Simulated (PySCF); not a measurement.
Compound: CH₈N₂Si.
Numbering: `[CH3:1][NH:2][SiH2:3][NH2:4]` (hydrogens: H5, H6, H7 on C1; H8 on N2; H9, H10 on Si3; H11, H12 on N4)

Computed by this run: PBE0-D3(BJ)/def2-SVP geometry optimisation, gas phase in PySCF 2.14.0; density fitting, grid level 1; the optimiser is geomeTRIC in internal coordinates, started from a GFN2-xTB structure with every atom displaced at random (about 0.01 Å).

The end geometry, which sets the zero of energy:
```
atom  x, y, z in Å
C1     -1.8849   -0.2409    0.4905
N2     -0.4640   -0.4761    0.5087
Si3     0.7635    0.6209   -0.0056
N4      2.1255   -0.3052   -0.5155
H5     -2.4467   -1.1475    0.2043
H6     -2.2961    0.1105    1.4570
H7     -2.1239    0.5314   -0.2577
H8     -0.1750   -1.2477    1.1003
H9      1.3461    1.5473    1.0241
H10     0.0688    1.4762   -1.0264
H11     3.0610    0.0655   -0.4055
H12     2.0656   -0.9568   -1.2890
```

Question: These geometries come from the run, each turned onto the end geometry. Order them by energy, lowest first.
A.
```
atom  x, y, z in Å
C1     -1.8746   -0.2312    0.5003
N2     -0.4704   -0.5329    0.3761
Si3     0.7541    0.6202   -0.0236
N4      2.1528   -0.3126   -0.4247
H5     -2.4980   -1.1154    0.2814
H6     -2.1744    0.1445    1.4982
H7     -2.1554    0.5434   -0.2320
H8     -0.1645   -1.3058    0.9587
H9      1.2300    1.5456    1.0620
H10     0.1277    1.4885   -1.0748
H11     3.0542    0.1391   -0.4759
H12     2.0587   -1.0059   -1.1605
```
B.
```
atom  x, y, z in Å
C1     -1.8336   -0.2307    0.5277
N2     -0.4873   -0.5463    0.2466
Si3     0.7003    0.6446   -0.0659
N4      2.1686   -0.2989   -0.3393
H5     -2.5085   -1.0588    0.2856
H6     -2.0247    0.0885    1.5676
H7     -2.1328    0.6316   -0.1052
H8     -0.1728   -1.3517    0.7605
H9      1.0983    1.5519    1.0607
H10     0.1916    1.4299   -1.1742
H11     2.9788    0.1961   -0.5159
H12     2.0622   -1.0785   -0.9630
```
C.
```
atom  x, y, z in Å
C1     -1.8797   -0.2424    0.4847
N2     -0.4626   -0.4952    0.4597
Si3     0.7639    0.6292   -0.0025
N4      2.1279   -0.3136   -0.4829
H5     -2.4583   -1.1559    0.2617
H6     -2.2562    0.1563    1.4474
H7     -2.1409    0.4962   -0.2906
H8     -0.1671   -1.2567    1.0618
H9      1.3368    1.5399    1.0475
H10     0.0742    1.4996   -1.0114
H11     3.0602    0.0712   -0.4230
H12     2.0417   -0.9512   -1.2673
```
D.
```
atom  x, y, z in Å
C1     -1.8767   -0.2257    0.5101
N2     -0.4769   -0.5530    0.3482
Si3     0.7542    0.6073   -0.0095
N4      2.1664   -0.3167   -0.4127
H5     -2.5209   -1.0912    0.2835
H6     -2.1443    0.1369    1.5226
H7     -2.1557    0.5669   -0.2001
H8     -0.1692   -1.3311    0.9257
H9      1.1372    1.5631    1.0850
H10     0.1984    1.4775   -1.1126
H11     3.0545    0.1841   -0.5366
H12     2.0728   -1.0405   -1.1186
```
E.
```
atom  x, y, z in Å
C1     -1.8830   -0.2434    0.4840
N2     -0.4634   -0.4866    0.4855
Si3     0.7665    0.6247    0.0040
N4      2.1246   -0.3119   -0.5034
H5     -2.4511   -1.1613    0.2531
H6     -2.2780    0.1558    1.4390
H7     -2.1343    0.4912   -0.2977
H8     -0.1729   -1.2472    1.0911
H9      1.3475    1.5370    1.0472
H10     0.0750    1.4959   -1.0056
H11     3.0615    0.0631   -0.4161
H12     2.0477   -0.9397   -1.2958
```

Answer: E (0.002 eV), C (0.005 eV), A (0.020 eV), D (0.049 eV), B (0.233 eV).

In the order of the answer:

```json
{"step": "6", "E above end (eV)": "0.002", "largest force (eV/Å)": "0.06", "rms force component (eV/Å)": "0.017", "rms distance from end (Å)": "0.032", "rms bond change (Å)": "0.001", "bond most changed (Å)": "Si3–N4 +0.002"}
{"step": "5", "E above end (eV)": "0.005", "largest force (eV/Å)": "0.20", "rms force component (eV/Å)": "0.051", "rms distance from end (Å)": "0.039", "rms bond change (Å)": "0.001", "bond most changed (Å)": "Si3–N4 +0.002"}
{"step": "3", "E above end (eV)": "0.020", "largest force (eV/Å)": "0.29", "rms force component (eV/Å)": "0.069", "rms distance from end (Å)": "0.105", "rms bond change (Å)": "0.002", "bond most changed (Å)": "Si3–N4 +0.004"}
{"step": "1", "E above end (eV)": "0.049", "largest force (eV/Å)": "0.57", "rms force component (eV/Å)": "0.155", "rms distance from end (Å)": "0.150", "rms bond change (Å)": "0.007", "bond most changed (Å)": "N4–H11 +0.015"}
{"step": "0", "E above end (eV)": "0.233", "largest force (eV/Å)": "3.08", "rms force component (eV/Å)": "0.818", "rms distance from end (Å)": "0.231", "rms bond change (Å)": "0.027", "bond most changed (Å)": "Si3–H10 -0.052"}
```

The cost below is that of the whole optimisation. The run took 82 s on an Intel Xeon at 2.50 GHz with one thread (shared host), and the process peaked at 0.41 GiB of memory.
